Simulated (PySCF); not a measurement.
Compound: SiMe2(OSiMe3)2, C8H24O2Si3.
Bonds: Si1–C2, Si1–C6, Si1–O10, Si1–O24, O10–Si11, Si11–C12, Si11–C13, Si11–C14, O24–Si25, Si25–C26, Si25–C27, Si25–C28. Hydrogens: H3, H4, H5 on C2; H7, H8, H9 on C6; H15, H16, H17 on C12; H18, H19, H20 on C13; H21, H22, H23 on C14; H29, H30, H31 on C26; H32, H33, H34 on C27; H35, H36, H37 on C28.

A GFN2-xTB structure with every atom displaced at random (by about 0.03 Å) was refined with PBE0-D3(BJ)/def2-SVP geometry optimisation, gas phase (PySCF). Values at the start:

| coordinate | start |
| --- | --- |
| Si1–C2 | 1.861 Å |
| Si1–O10 | 1.705 Å |
| C2–H3 | 1.073 Å |
| O10–Si11 | 1.641 Å |
| Si11–C12 | 1.868 Å |
| C12–H15 | 1.074 Å |
| Si25–C26 | 1.998 Å |
| Si1–O10–Si11 | 155.0° |
| Si1–O24–Si25 | 158.2° |
| C2–Si1–C6 | 120.0° |
| C2–Si1–O10 | 107.4° |
| C6–Si1–O24 | 111.1° |
| O10–Si1–O24 | 104.2° |
| O10–Si11–C12 | 110.0° |
| O10–Si11–C13 | 109.5° |
| Si1–O10–Si11–C12 | 19° |
| Si1–O24–Si25–C26 | -97° |
| C2–Si1–O24–Si25 | 155° |

Question: How do these coordinates change at the PBE0-D3(BJ)/def2-SVP level?

Answer: 
```csv
coordinate,PBE0-D3(BJ)/def2-SVP (Å or °),change
Si25–C26,1.875,-0.123
Si1–O10,1.658,-0.047
O10–Si11,1.669,+0.028
C12–H15,1.102,+0.028
C2–H3,1.101,+0.028
Si11–C12,1.876,+0.008
Si1–C2,1.865,+0.004
Si1–O24–Si25,141.2,-17.0
Si1–O10–Si11,145.0,-10.0
C2–Si1–C6,112.4,-7.6
O10–Si1–O24,109.3,+5.1
C2–Si1–O10,110.5,+3.1
O10–Si11–C13,108.0,-1.5
C6–Si1–O24,110.5,-0.6
O10–Si11–C12,109.5,-0.5
Si1–O10–Si11–C12,2,-17
C2–Si1–O24–Si25,169,+14
Si1–O24–Si25–C26,-107,-10
```

The energy falls by 41.8 kcal/mol over 14 energy and gradient evaluations, the largest force component goes from 0.0922 to 4.4e-04 Eh/bohr, and the atoms move by 0.270 Å rms after alignment. The bond that changes most is Si25–C26 (ends: silicon bonded to 3 C and O; carbon bonded to Si and 3 H), which shortens by 0.123 Å. Bonds longer at the end by more than 0.005 Å: 23 of 36; shorter: 10. Among the dihedrals that turn most is Si1–O10–Si11–C12, from 19° to 2°. Rotational constants go from 667.2, 374.3, 313.4 to 691.8, 382.7, 318.4 MHz.

The run used 314 basis functions and 92 SCF cycles in all. The run took 5.7 min wall, 14 min CPU on AMD EPYC 9R45, 2 threads, shared host with 96 logical CPUs at a one-minute load of 20, and the process peaked at 3.0 GiB of memory.

PBE0-D3(BJ)/def2-SVP frequencies: not computed here. One conformer, not necessarily the lowest.
